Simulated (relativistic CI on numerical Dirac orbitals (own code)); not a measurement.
Pm²⁰⁺: what numerical and physical settings do to a radial Dirac CI calculation

Reference input:

```
atom Pm  Z=61  charge=20  electrons=41
nucleus A=145  rms_radius_fm=4.9620
hamiltonian dirac-coulomb  breit=on  qed=on  c_scale=1
orbitals kli  potential=per-configuration
slater_scale 1
correlation none
mixing on
grid step=0.0125 r_max=7.1
scf mixing=0.4 start=green max_iterations=150 tolerance=2e-08 node_fill=0.05
configurations
  [Kr] 4d5
  [Ar] 3d10 4s2 4p5 4d6
  [Ar] 3d10 4s2 4p4 4d7
end
```

Computed lowest total energy -9849.41408 Ha, first excitation 41678.2 cm⁻¹, 30 SCF steps. Runs with settings changed; * marks those that are bad on purpose (the QED terms keep the true α when c is scaled):

| Changed | Outcome | Lowest level | ΔE (Ha) | First excitation (cm⁻¹) | SCF steps | Message |
| --- | --- | --- | --- | --- | --- | --- |
| start potential bare | converged | 4p6 4d5 6S_5/2 | -3.2e-10 | 41678.2 | 36 |  |
| Breit term off, QED terms off, SCF mixing 0.05 | converged | 4p6 4d5 6S_5/2 | -14.6 | 41390.7 | 39 |  |
| end of the grid at 10.65 bohr, nuclear radius 5.4582 fm | converged | 4p6 4d5 6S_5/2 | 0.108 | 41678.2 | 30 |  |
| speed of light × 1.25 | converged | 4p6 4d5 6S_5/2 | 137 | 50056.6 | 30 |  |
| nuclear radius 49.62 fm * | converged | 4p6 4d5 6S_5/2 | 32 | 41681.1 | 30 |  |
| SCF tolerance 0.3 * | converged | 4p6 4d5 6S_5/2 | 0.159 | 41113.8 | 9 |  |
